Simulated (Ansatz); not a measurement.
Input file for C4H12Br2N2Si (`CN(C)[Si](Br)(Br)N(C)C`):

```yaml
crystal:
  periodic: [false, false, false]
  atoms:
    - {symbol: C, position_ang: [-1.764779, -1.013001, 0.153308]}
    - {symbol: N, position_ang: [-1.267866, 0.306913, 0.488588]}
    - {symbol: C, position_ang: [-2.306712, 1.192695, 0.961027]}
    - {symbol: Si, position_ang: [0.386685, 0.488859, 0.815952]}
    - {symbol: Br, position_ang: [0.991382, -0.416318, 2.765839]}
    - {symbol: Br, position_ang: [0.810986, 2.673837, 0.999223]}
    - {symbol: N, position_ang: [1.292938, -0.259145, -0.407463]}
    - {symbol: C, position_ang: [2.633254, -0.774055, -0.248454]}
    - {symbol: C, position_ang: [0.965290, 0.037612, -1.788106]}
    - {symbol: H, position_ang: [-2.237169, -1.499379, 1.016920]}
    - {symbol: H, position_ang: [-2.512437, -0.942874, -0.645338]}
    - {symbol: H, position_ang: [-0.952214, -1.651565, -0.194962]}
    - {symbol: H, position_ang: [-2.785660, 0.807837, 1.871291]}
    - {symbol: H, position_ang: [-1.904360, 2.181289, 1.176435]}
    - {symbol: H, position_ang: [-3.082386, 1.301053, 0.194224]}
    - {symbol: H, position_ang: [2.752847, -1.691791, -0.835726]}
    - {symbol: H, position_ang: [2.835610, -1.011830, 0.794664]}
    - {symbol: H, position_ang: [3.388222, -0.054456, -0.592379]}
    - {symbol: H, position_ang: [1.031477, -0.872497, -2.395624]}
    - {symbol: H, position_ang: [-0.050496, 0.426811, -1.866097]}
    - {symbol: H, position_ang: [1.650986, 0.780606, -2.216226]}
basis:
  gaussian: {orbitals: def2-TZVPP}
correlation: {method: ccsd_t}
output: {orbitals: {seedname: orbitals}}
```

```sh
$ ansatz run in.yaml --threads 6 --pin off --events-out ev --progress --plain --backend cuda
```

The program prints (abridged):

```
Functional definition: HF
2965 factors; integrals over basis functions are off by at most 1.1e-3 eV
mean field evaluation 1: about -155136.2054 eV, gradient 4.7e1 eV
mean field evaluation 2: about -155136.7351 eV, gradient 4.7e1 eV
mean field evaluation 4: about -155142.3441 eV, gradient 6.2e0 eV
mean field evaluation 8: about -155142.4622 eV, gradient 4.0e-1 eV
mean field -155142.46277321 eV, -5701.3803475774 hartree, gradient 6.2e-6 eV, S^2 0.000000; 0 other end points of the search recorded, 0 dependent functions left out
29 core orbitals not correlated: weight in the atoms' cores, before any rotation towards them, 1.000 or more for the frozen orbitals, at most 0.000 for the correlated occupied ones
reference -155142.46277321 eV, -5701.3803475774 hartree; 38, 38 occupied and 425, 425 virtual orbitals, 2965 factors
second order -48.92391265 eV of doubles, -0.00000000 eV of singles
cycle   1  -49.33740923 eV  change   -4.1e-1 eV  update   1.4e-1
cycle   2  -50.46776160 eV  change    -1.1e0 eV  update   3.7e-2
cycle   3  -50.66578966 eV  change   -2.0e-1 eV  update   1.8e-2
cycle   4  -50.64308334 eV  change    2.3e-2 eV  update   4.1e-3
cycle   5  -50.64360705 eV  change   -5.2e-4 eV  update   2.1e-3
cycle   6  -50.64464941 eV  change   -1.0e-3 eV  update   6.6e-4
cycle   7  -50.64419852 eV  change    4.5e-4 eV  update   3.0e-4
cycle   8  -50.64414058 eV  change    5.8e-5 eV  update   8.1e-5
perturbative correction -2.01608782 eV, -0.0740898609 hartree
Total energy: -155195.12300161 eV, -5703.3155752767 hartree
```

Run time 57 s (6 threads of an AMD EPYC 7R13 on a shared host and a share of an NVIDIA H100 80 GB); peak host memory 2.6 GiB.

The correlation energy is -52.660 eV, 3.8 % of it from (T); the T1 diagnostic reads 0.0092.
